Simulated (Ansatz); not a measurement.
thiourea (SMILES NC(N)=S) moved off its minimum; all values from Ansatz (a first-principles code), cores frozen in correlated methods.
(charge 0, multiplicity 1)
```xyz
8

N      0.74295    -1.23356    -0.51234
C     -0.05656    -0.24308    -0.08876
N     -1.18686    -0.76559     0.16807
S      0.24373     1.34990     0.17800
H      0.74160    -2.19821    -0.21439
H      1.80931    -0.91351    -0.51621
H     -1.60114    -1.66906    -0.07056
H     -1.96530    -0.00964     0.39138
```

| level | largest force (eV/Å) | on atom | rms difference from CCSD(T)/aug-cc-pV(T+d)Z (eV/Å) | dipole (D) |
|---|---|---|---|---|
| HF/def2-TZVPP | 9.97 | N3 | 0.540 | 5.50 |
| PBE/def2-TZVPP | 9.26 | N3 | 0.185 | 4.94 |
| r2SCAN/def2-TZVPP | 9.39 | N3 | 0.099 | 5.10 |
| B3LYP/def2-TZVPP | 9.39 | N3 | 0.098 | 5.02 |
| wB97M-V/def2-TZVPP | 9.40 | N3 | 0.119 | 5.14 |
| MP2/aug-cc-pV(T+d)Z | 9.55 | N3 | 0.127 | 4.97 |
| CCSD(T)/aug-cc-pV(T+d)Z | 9.63 | N3 | 0.000 | 5.00 |

The differences count from one level among others, with limits of its own. Forces at CCSD(T)/aug-cc-pV(T+d)Z (eV/Å):

```
atom      Fx      Fy      Fz
----  ------  ------  ------
N1     7.269   0.723  -1.403
C2     2.082  -0.322  -0.044
N3    -9.274   1.292   2.255
S4     0.738   0.875  -0.244
H5    -0.907   0.183   0.323
H6    -3.104  -0.842  -0.238
H7     1.016   0.387  -0.182
H8     2.180  -2.295  -0.468
```
